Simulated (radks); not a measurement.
Question: Br+, configuration [Ar] 3d10 4s2 4p4. Method: Dirac Kohn-Sham, LDA (Slater exchange, Perdew-Zunger correlation), spin-unpolarised, spherical densities, finite nucleus; open shells fill j = l - 1/2 first; Fermi nuclear charge, rms radius 4.1629 fm; computed with a radial shooting solver on a logarithmic mesh with Libxc functionals.

Spin-orbit splittings of the eigenvalues, e(l+1/2) - e(l-1/2), with zeta = 2 splitting/(2l+1) and mean radii in bohr:

| shell | occ. | splitting (eV) | zeta (eV) | <r> j=l-1/2 | <r> j=l+1/2 |
|---|---|---|---|---|---|
| 2p | 6 | 47.41 | 31.61 | 0.1629 | 0.1668 |
| 3p | 6 | 6.846 | 4.564 | 0.5576 | 0.5682 |
| 3d | 10 | 1.088 | 0.4353 | 0.5879 | 0.5920 |
| 4p | 4 | ? | ? | 1.935 | 1.973 |

Estimate the 4p splitting.

Answer: 0.5837 eV (zeta = 0.3891 eV).
